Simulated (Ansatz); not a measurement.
Two isomers of BH6NSi2: A = `[SiH3][SiH]1BN1`, B = `B1N[SiH2][SiH2]1`.

Gas-phase electronic energies from Ansatz, PBE0-D4/def2-TZVP geometries. CCSD(T)/CBS adds triple-zeta CCSD(T) − MP2 to the extrapolated MP2 energy (def2 sets, frozen cores). DFT in def2-TZVPP. B3LYP here is the variant with VWN-RPA as its local correlation; programs differ in this.

A:

```xyz
10

Si   -1.4996    0.7893    0.7406
Si    0.6430    0.4868   -0.1314
B     1.1294   -0.8133   -1.4860
N     1.2169   -1.1841   -0.1675
H    -1.5213    0.6620    2.2248
H    -2.0014    2.1457    0.3877
H    -2.4172   -0.2295    0.1636
H     1.6266    1.4473    0.4444
H     1.3382   -1.3088   -2.5446
H     1.4853   -1.9952    0.3683
```

B:

Z-matrix (Å, degrees):
```
Si
N 1 1.774
Si 1 2.333 2 80.2
H 1 1.491 2 111.6 3 -120.3
H 1 1.491 2 111.6 3 120.2
B 2 1.405 1 107.8 3 -0.0
H 2 1.011 1 128.6 3 180.0
H 3 1.488 1 116.9 2 -113.9
H 3 1.488 1 117.0 2 114.0
H 6 1.197 2 123.4 1 -180.0
```

**Question.** Which is lower in electronic energy at CCSD(T)/CBS, and by how much? (An estimate is asked.)

**Answer.** Ansatz gave: B, by 22.8 kcal/mol.

**Question.** Give E(B) − E(A) in kcal/mol with LDA (SPW92), CCSD/def2-TZVPP, PBE0-D4, B3LYP, ωB97M-V, HF/def2-TZVPP, r2SCAN-D4. (An estimate is asked.)

**Answer.** The calculation gave: LDA (SPW92) -21.9, CCSD/def2-TZVPP -23.2, PBE0-D4 -22.4, B3LYP -20.7, ωB97M-V -22.3, HF/def2-TZVPP -24.0, r2SCAN-D4 -20.9. None reverses the order clearly.

**Question.** Does the order hold for the free energy at 298.15 K (harmonic terms from PBE0-D4)? (An estimate is asked.)

**Answer.** Ansatz gave: Yes: G(B) − G(A) = -20.7 kcal/mol.

Largest T1 diagnostic: 0.015.

From BLYP to BHLYP (50 % exact exchange), in def2-TZVPP and without D4, E(B) − E(A) moves by −3.7 kcal/mol. The D4 term adds −0.9 kcal/mol with B3LYP and −0.4 kcal/mol with PBE0; it sums over pairs of atoms, weighted by their polarisabilities, and B3LYP, whose exchange is more repulsive, gets the larger term.
